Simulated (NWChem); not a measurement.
System: CHCl2, doublet; SMILES Cl[CH]Cl

Here is an NWChem input.

```
start job
memory heap 200 mb stack 700 mb global 900 mb
geometry units angstroms noautoz
  Cl    -0.173850     0.007799     1.470435
  C      0.680973     0.042420     0.000000
  Cl    -0.173850     0.007799    -1.470435
  H      1.697460    -0.355374     0.000000
end
basis spherical
  Cl library def2-svpd
  C library def2-svpd
  H library def2-svpd
end
dft
  odft
  mult 2
  xc bhlyp
  iterations 150
end
tddft
  cis
  nroots 6
end
task tddft energy
```

In the optimisation the excess spin sits in a' (Cs, its own frame). The geometry was optimised at PBE0/def2-SVP, spin-unrestricted. No stability test was run on the SCF state.

Vertical excitations in the gas phase. Excited states of an open shell can be spin-contaminated.

Q: Give the results of this calculation. (BHandHLYP/def2-SVPD, spin-unrestricted, TDA.) Quantities: lowest excitation (eV); oscillator strength of that lowest state; lowest empty minus highest occupied level, either spin (eV).

A: 
```
Property                                                     Value
-----------------------------------------------------------  -----
lowest excitation (eV)                                        4.66
oscillator strength of that lowest state                     0.000
lowest empty minus highest occupied level, either spin (eV)   6.71
```
